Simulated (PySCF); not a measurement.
Ionisation energy of In³⁰⁺ by level of theory

In³⁰⁺ [Ar] 3d1 (2D) → In³¹⁺ [Ar] (1S), as a difference of total energies. Calculation: PySCF 2.14, in an uncontracted even-tempered set (18 s from 4.1 bohr⁻², ratio 2.5; 12 p from 5.4 bohr⁻², ratio 2.5; 8 d from 5.4 bohr⁻², ratio 2.5; 4 f from 19 bohr⁻², ratio 2.7; 3 g from 28 bohr⁻², ratio 2.7); the spin-free X2C one-electron Hamiltonian (Gaussian nucleus). Correlated levels: outer shells: [Ne] frozen; virtual orbitals above 40 to 60 times the deepest correlated orbital energy dropped. The calculations carry no spin-orbit coupling.

```json
{"method": "UHF", "ionisation energy (eV)": "1732.2"}
{"method": "LDA", "ionisation energy (eV)": "1733.3"}
{"method": "PBE", "ionisation energy (eV)": "1734.0"}
{"method": "PBE0", "ionisation energy (eV)": "1733.9"}
{"method": "r2SCAN", "ionisation energy (eV)": "1734.5"}
{"method": "r2SCAN0", "ionisation energy (eV)": "1734.3"}
{"method": "SCS-MP2 (outer shells)", "ionisation energy (eV)": "1732.1"}
```

Task: Estimate what MP2 (outer shells) gives.

Result: 1732.1 eV, closest to SCS-MP2 (outer shells) among the rows shown.

Task: Estimate what B2PLYP gives.

Result: 1733.5 eV, closest to LDA among the rows shown.

A first-order spin-orbit estimate (lowest level to lowest level, LS coupling) adds 6.159 eV.

Breit and QED terms and the two-electron picture change are absent.

For comparison: 1738 ± 4 eV (theoretical estimate listed by NIST; NIST Atomic Spectra Database, ionization energies).
